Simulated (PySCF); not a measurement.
SMILES c1csc(Cc2ccncc2)c1 (C10H9NS) (GFN2-xTB optimised geometry):

```
21

C     -3.013    -0.207    -3.642
C     -2.865     1.138    -3.712
S     -2.363     1.810    -2.211
C     -2.359     0.243    -1.468
C     -1.929     0.077    -0.046
C     -0.424     0.009     0.004
C      0.244    -1.209     0.000
C      1.630    -1.209     0.000
N      2.359    -0.107     0.000
C      1.724     1.052    -0.001
C      0.343     1.168    -0.001
C     -2.719    -0.720    -2.357
H     -3.322    -0.818    -4.471
H     -3.019     1.787    -4.551
H     -2.359    -0.843     0.355
H     -2.279     0.924     0.548
H     -0.305    -2.139    -0.001
H      2.186    -2.138     0.000
H      2.356     1.931    -0.002
H     -0.129     2.139    -0.007
H     -2.781    -1.764    -2.106
```

Level of theory: PBE0/def2-SVP run with PySCF.

**Question.** What are the frontier orbital energies and the dipole moment?

**Answer.** HOMO-2 -7.31 eV, HOMO-1 -7.18 eV, HOMO -6.71 eV, LUMO -0.81 eV, LUMO+1 -0.35 eV; dipole moment 2.45 D.

Meta-Löwdin charges at PBE0/def2-SVP: C1 -0.13, C2 -0.24, S3 0.23, C4 -0.10, C5 -0.19, C6 0.05, C7 -0.14, C8 0.02, N9 -0.25, C10 0.02, C11 -0.14, C12 -0.15, H13 0.12, H14 0.13, H15 0.12, H16 0.11, H17 0.11, H18 0.11, H19 0.11, H20 0.11, H21 0.11.
